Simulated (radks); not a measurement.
Problem. Successive ionisation energies (eV) of one element, from differences of total energies of ions in their ground configurations, starting at charge 22: 657.12, 704.71, 753.48, 803.42, 854.50, 906.71, 960.03, 1014.4, 1069.9, 1126.5, 1412.1, 1467.1, 1522.8, 1579.1, 1635.9, 1693.3, 1751.3, 1809.8, 1868.9, 1928.5, 2217.6, 2277.6. All-electron calculation, Dirac Kohn-Sham, PBE, spin-unpolarised, spherical densities, point nucleus; open shells are shared between the two j in proportion to 2j + 1. Program: a radial shooting solver on a logarithmic mesh with Libxc functionals. Which element is it?

Solution. Platinum (Z = 78). The first species listed is Pt22+ in [Kr] 4d10 4f10, the last Pt43+ in [Ar] 3d10 4s2 4p5.
